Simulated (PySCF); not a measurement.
C₃H₅NOSi, SMILES O[Si@H]1C=CN=C1. The structure is a stationary point at ωB97X-D3(BJ)/def2-SVP. The structure was generated by enumeration; whether it is a known compound was not checked. The values are those of a single conformer.

These are PySCF with ωB97X-D3(BJ)/def2-SVP values and carry that method's errors.

Harmonic wavenumbers (cm⁻¹): 139, 181, 293, 398, 436, 509, 630, 704, 748, 772, 807, 865, 892, 901, 927, 969, 1034, 1148, 1308, 1350, 1635, 1696, 2300, 3158, 3206, 3255, 3932. Rotational constants (GHz): 5.953, 2.536, 2.011; symmetry number 1.

Task: Work out the zero-point energy and the ideal-gas rigid-rotor harmonic-oscillator thermochemistry at 298.15 K and 1 atm.

Result: ZPE = ½ Σ hcν = ½ × 34194 cm⁻¹ = 204.53 kJ/mol. H − E(el) = 223.21 kJ/mol. Entropy in J/(mol K): translation 166.08, rotation 111.97, vibration 47.24, total 325.29. G − E(el) = 126.23 kJ/mol. Cp = 103.57 J/(mol K). Modes under 150 cm⁻¹ make the vibrational entropy uncertain.
